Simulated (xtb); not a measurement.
Input file for xtb: GFN2-xTB on CH6OSn (SMILES C[O][SnH3]), a point of a torsion scan.

```
$ xtb mol.xyz --gfn 2 --opt vtight --chrg 0 --uhf 0 --input xcontrol
9

C      1.39848011    -0.14508003     0.05575789
O      0.47583313     0.37054319    -0.83513952
Sn    -1.34562282     0.16815423    -0.05588580
H      1.89847425    -0.99104444    -0.43927685
H      2.14979237     0.66082443     0.24677010
H      0.93787985    -0.42193433     1.03542317
H     -2.09562788     1.73359758     0.12476549
H     -1.13512323    -0.60151005     1.50648686
H     -2.25557227    -0.83065559    -1.15984519
$constrain
  force constant=1.0
  dihedral: 1,2,3,7,120.0
$end
```

Output:

```
[...]
           -------------------------------------------------
          |                Calculation Setup                |
           -------------------------------------------------



molecular fragmentation (1/2 indicates fragments):
111112112
# atoms in fragment 1/2:     7     2
 fragment masses (1/2) :      150.75        2.02
CMA distance (Bohr)    :   1.564
constraining FC (au)   :  1.0000

           -------------------------------------------------
          |                 G F N 2 - x T B                 |
           -------------------------------------------------

        Reference                      10.1021/acs.jctc.8b01176
      * Hamiltonian:
        H0-scaling (s, p, d)           1.850000    2.230000    2.230000
        zeta-weighting                 0.500000
      * Dispersion:
        s8                             2.700000
        a1                             0.520000
        a2                             5.000000
        s9                             5.000000
      * Repulsion:
        kExp                           1.500000    1.000000
        rExp                           1.000000
      * Coulomb:
        alpha                          2.000000
        third order                    shell-resolved
        anisotropic                    true
        a3                             3.000000
        a5                             4.000000
        cn-shift                       1.200000
        cn-exp                         4.000000
        max-rad                        5.000000


          ...................................................
          :                      SETUP                      :
          :.................................................:
          :  # basis functions                  24          :
          :  # atomic orbitals                  23          :
          :  # shells                           13          :
          :  # electrons                        20          :
          :  max. iterations                   250          :
          :  Hamiltonian                  GFN2-xTB          :
          :  restarted?                      false          :
          :  GBSA solvation                  false          :
          :  PC potential                    false          :
          :  electronic temp.          300.0000000     K    :
          :  accuracy                    1.0000000          :
          :  -> integral cutoff          0.2500000E+02      :
          :  -> integral neglect         0.1000000E-07      :
          :  -> SCF convergence          0.1000000E-05 Eh   :
          :  -> wf. convergence          0.1000000E-03 e    :
          :  Broyden damping             0.4000000          :
          :  net charge                          0          :
          :  unpaired electrons                  0          :
          ...................................................

 iter      E             dE          RMSdq      gap      omega  full diag
   1    -11.2994852 -0.112995E+02  0.552E+00    4.15       0.0  T
   2    -11.3368270 -0.373418E-01  0.112E+01    5.22       1.0  T
   3    -11.2964709  0.403561E-01  0.140E+01    5.42       1.0  T
   4    -11.3667450 -0.702741E-01  0.968E-01    4.74       1.0  T
   5    -11.3695719 -0.282690E-02  0.256E-01    4.73       1.0  T
   6    -11.3696081 -0.362087E-04  0.171E-01    4.75       1.0  T
   7    -11.3696142 -0.612887E-05  0.150E-01    4.75       1.0  T
   8    -11.3696221 -0.784820E-05  0.186E-02    4.76       1.8  T
   9    -11.3696224 -0.312863E-06  0.703E-03    4.76       4.7  T
  10    -11.3696224 -0.150744E-07  0.295E-03    4.76      11.3  T
  11    -11.3696224 -0.234817E-08  0.374E-04    4.76      89.2  T
  12    -11.3696224 -0.347278E-10  0.821E-05    4.76     405.9  T

   *** convergence criteria satisfied after 12 iterations ***

         #    Occupation            Energy/Eh            Energy/eV
      -------------------------------------------------------------
         1        2.0000           -0.8080874             -21.9892
       ...           ...                  ...                  ...
         4        2.0000           -0.5279871             -14.3673
         5        2.0000           -0.5248504             -14.2819
         6        2.0000           -0.5194352             -14.1346
         7        2.0000           -0.4576470             -12.4532
         8        2.0000           -0.4559490             -12.4070
         9        2.0000           -0.4275611             -11.6345
        10        2.0000           -0.4092102             -11.1352 (HOMO)
        11                         -0.2342107              -6.3732 (LUMO)
        12                         -0.1804398              -4.9100
        13                         -0.1736660              -4.7257
        14                         -0.1578452              -4.2952
        15                         -0.0785965              -2.1387
       ...                                ...                  ...
        23
[...]
 integral evaluation            ...        0 min,  0.001 sec ( 20.014%)
 iterations                     ...        0 min,  0.001 sec ( 27.949%)
 molecular gradient             ...        0 min,  0.002 sec ( 45.612%)
 printout                       ...        0 min,  0.000 sec (  3.069%)

         :::::::::::::::::::::::::::::::::::::::::::::::::::::
         ::                     SUMMARY                     ::
         :::::::::::::::::::::::::::::::::::::::::::::::::::::
         :: total energy             -11.323531032775 Eh    ::
         :: gradient norm              0.000055136947 Eh/a0 ::
         :: HOMO-LUMO gap              5.873477465382 eV    ::
         ::.................................................::
         :: SCC energy               -11.394714269915 Eh    ::
         :: -> isotropic ES            0.029265981213 Eh    ::
         :: -> anisotropic ES         -0.001130036449 Eh    ::
         :: -> anisotropic XC          0.000912598107 Eh    ::
         :: -> dispersion             -0.003852447027 Eh    ::
         :: repulsion energy           0.071183182642 Eh    ::
         :: add. restraining           0.000000054498 Eh    ::
         :: total charge              -0.000000000000 e     ::
         :::::::::::::::::::::::::::::::::::::::::::::::::::::

           -------------------------------------------------
          |                Property Printout                |
           -------------------------------------------------

    * Orbital Energies and Occupations

         #    Occupation            Energy/Eh            Energy/eV
      -------------------------------------------------------------
         1        2.0000           -0.7981317             -21.7183
         2        2.0000           -0.6661191             -18.1260
         3        2.0000           -0.6003337             -16.3359
         4        2.0000           -0.5201276             -14.1534
         5        2.0000           -0.5186724             -14.1138
         6        2.0000           -0.5161163             -14.0442
         7        2.0000           -0.4590550             -12.4915
         8        2.0000           -0.4567464             -12.4287
         9        2.0000           -0.4219950             -11.4831
        10        2.0000           -0.4047270             -11.0132 (HOMO)
        11                         -0.1888807              -5.1397 (LUMO)
        12                         -0.1645812              -4.4785
        13                         -0.1645134              -4.4766
        14                         -0.1522062              -4.1417
        15                         -0.0642193              -1.7475
        16                         -0.0622375              -1.6936
        17                          0.1293960               3.5210
        18                          0.1700216               4.6265
        19                          0.2146096               5.8398
        20                          0.2436411               6.6298
        21                          0.4309437              11.7266
       ...                                ...                  ...
        23                          0.5988216              16.2948
      -------------------------------------------------------------
                  HL-Gap            0.2158463 Eh            5.8735 eV
             Fermi-level           -0.2968038 Eh           -8.0764 eV

     #   Z          covCN         q      C6AA      α(0)
     1   6 C        3.690     0.064    19.688     6.350
     2   8 O        1.622    -0.393    20.723     6.144
     3  50 Sn       3.638     0.184   325.746    32.940
     4   1 H        0.924     0.029     2.604     2.524
     5   1 H        0.924     0.027     2.630     2.536
     6   1 H        0.924     0.012     2.864     2.646
     7   1 H        0.934     0.031     2.569     2.506
     8   1 H        0.931     0.015     2.815     2.623
     9   1 H        0.934     0.032     2.562     2.503

 Mol. C6AA /au·bohr⁶  :       1341.503548
 Mol. C8AA /au·bohr⁸  :      78005.194548
 Mol. α(0) /au        :         60.772588


Wiberg/Mayer (AO) data.
largest (>0.10) Wiberg bond orders for each atom

 ---------------------------------------------------------------------------
     #   Z sym  total        # sym  WBO       # sym  WBO       # sym  WBO
 ---------------------------------------------------------------------------
     1   6 C    3.956 --     2 O    1.006     6 H    0.990     5 H    0.987
                             4 H    0.985
     2   8 O    2.174 --     1 C    1.006     3 Sn   0.915
     3  50 Sn   3.003 --     2 O    0.915     9 H    0.706     7 H    0.706
                             8 H    0.706
     4   1 H    0.999 --     1 C    0.985
     5   1 H    0.999 --     1 C    0.987
     6   1 H    1.000 --     1 C    0.990
     7   1 H    0.999 --     3 Sn   0.706     9 H    0.111     8 H    0.104
     8   1 H    1.000 --     3 Sn   0.706     7 H    0.104     9 H    0.104
     9   1 H    0.999 --     3 Sn   0.706     7 H    0.111     8 H    0.104
 ---------------------------------------------------------------------------

Topologies differ in total number of bonds
Writing topology from bond orders to xtbtopo.mol

molecular dipole:
                 x           y           z       tot (Debye)
 q only:       -0.645      -0.139       0.440
   full:       -0.230      -0.214       0.536       1.580
molecular quadrupole (traceless):
                xx          xy          yy          xz          yz          zz
 q only:        3.852      -0.764      -1.437       0.649       0.474      -2.415
  q+dip:        0.044      -0.255       0.784       0.721       0.839      -0.828
   full:        2.878      -0.707      -0.804       0.942       0.592      -2.074

           -------------------------------------------------
          |                Geometry Summary                 |
           -------------------------------------------------

      molecular mass/u    :      152.7678979
   center of mass at/Å    :       -1.0222392       0.1231556      -0.0431506
  moments of inertia/u·Å² :        0.1637707E+02   0.1708418E+03   0.1764226E+03
rotational constants/cm⁻¹ :        0.1029343E+01   0.9867396E-01   0.9555259E-01

 * 8 selected distances

     #   Z          #   Z                                           value/Å
     1   6 C        2   8 O                                       1.4025328
     2   8 O        3  50 Sn                                      1.9601910 (max)
     1   6 C        4   1 H                                       1.0912830 (min)
     1   6 C        5   1 H                                       1.0914436
     1   6 C        6   1 H                                       1.0924988
     3  50 Sn       7   1 H                                       1.6623010
     3  50 Sn       8   1 H                                       1.6773241
     3  50 Sn       9   1 H                                       1.6613297

 * 4 distinct bonds (by element types)

   Z      Z             #   av. dist./Å        max./Å        min./Å
   1 H    6 C           3     1.0917418     1.0924988     1.0912830
   6 C    8 O           1     1.4025328     1.4025328     1.4025328
   1 H   50 Sn          3     1.6669849     1.6773241     1.6613297
   8 O   50 Sn          1     1.9601910     1.9601910     1.9601910
Note: The following floating-point exceptions are signalling: IEEE_UNDERFLOW_FLAG IEEE_DENORMAL
normal termination of xtb


optimized geometry written to: xtbopt.xyz


           -------------------------------------------------
          | TOTAL ENERGY              -11.323531032775 Eh   |
          | GRADIENT NORM               0.000055136947 Eh/α |
          | HOMO-LUMO GAP               5.873477465382 eV   |
           -------------------------------------------------

------------------------------------------------------------------------
------------------------------------------------------------------------
 total:
 SCF:
 ANC optimizer:
```

The run finished.

Warnings raised: the energy holds the restraint's term.

Cost: very roughly 0.19 core-seconds.
